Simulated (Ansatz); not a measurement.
```yaml
atoms:
  - { symbol: B, position_ang: [0.0392, -0.0280, -0.8251] }
  - { symbol: F, position_ang: [-0.0072, 0.0157, 0.4980] }
```

Basis set: 6-31G (spherical functions). Frozen core: 2 orbitals. Charge 0, multiplicity 1.

Computed with Ansatz (development build ahead of 0.2.0); each method stands on the lowest determinant of its kind that the runs found. Restricted open shells among the atoms or ions are ROHF, correlated in semicanonical orbitals with singles.

The atomization energy at this shape (free ground-state atoms in the same class of orbitals less the molecule, no zero-point energy) of singlet BF:

```tsv
method	atomization energy
RHF	4.90 eV
```

(1) What does RHF-MP2 give?

Answers

(1) 6.70 eV.

This basis has no polarisation functions and is too small for such energies, which can lie far from measured ones in either direction.
